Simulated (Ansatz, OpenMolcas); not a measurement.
# A ladder of methods for CH6Sn (SMILES [CH3][SnH3])

CH6Sn has 8 atoms, charge 0, and is taken as a singlet. SMILES: `[CH3][SnH3]`. The coordinates come from a PBE0-D4/def2-TZVP relaxation.

```jsonl
{"atom": "C", "x (Å)": "1.0945", "y (Å)": "0.3674", "z (Å)": "-0.1106"}
{"atom": "Sn", "x (Å)": "-0.9194", "y (Å)": "-0.3291", "z (Å)": "0.0821"}
{"atom": "H", "x (Å)": "1.3005", "y (Å)": "0.6277", "z (Å)": "-1.1488"}
{"atom": "H", "x (Å)": "1.7893", "y (Å)": "-0.4112", "z (Å)": "0.2040"}
{"atom": "H", "x (Å)": "1.2446", "y (Å)": "1.2492", "z (Å)": "0.5123"}
{"atom": "H", "x (Å)": "-2.0120", "y (Å)": "0.8868", "z (Å)": "-0.4175"}
{"atom": "H", "x (Å)": "-1.1567", "y (Å)": "-1.7164", "z (Å)": "-0.8878"}
{"atom": "H", "x (Å)": "-1.2487", "y (Å)": "-0.7315", "z (Å)": "1.7104"}
```

Quantity: the energy change with the C1–H3 bond stretched from 1.090 to 1.253 Å, in eV. The values are calculated.

| level | kind | program | value (eV) | CPU time (all runs) |
| --- | --- | --- | --- | --- |
| HF/def2-SVP (core potential) (restricted) | Hartree–Fock | Ansatz | 0.36 | 2.7 s |
| SVWN5/def2-SVP (core potential) (restricted) | LDA | Ansatz | 0.26 | 4.9 s |
| PBE/def2-SVP (core potential) (restricted) | GGA | Ansatz | 0.26 | 7 s |
| M06-L/def2-SVP (core potential) (restricted) | meta-GGA | OpenMolcas | 0.31 | 58 s |
| B3LYP/def2-SVP (core potential) (restricted) | global hybrid | OpenMolcas | 0.30 | 41 s |
| BHLYP/def2-SVP (core potential) (restricted) | global hybrid | Ansatz | 0.35 | 8.9 s |
| HSE06/def2-SVP (core potential) (restricted) | range-separated hybrid | Ansatz | 0.31 | 9.2 s |
| wB97M-V/def2-SVP (core potential) (restricted) | range-separated hybrid | Ansatz | 0.31 | 85 s |
| MP2/def2-SVP (core potential) (restricted) | perturbation theory | Ansatz | 0.32 | 3 s |
| BCCD(T)/def2-SVP (core potential) (restricted) | coupled cluster or CI | Ansatz | 0.30 | 19 s |

The first shape isn't each level's own minimum. The values span 0.26 to 0.36 eV. In the correlated wave-function rows the outer d shell of Sn is correlated, in sets not made for it. CPU times are rough (shared hosts, several kinds of processor): they show what a rung costs within a factor of a few.
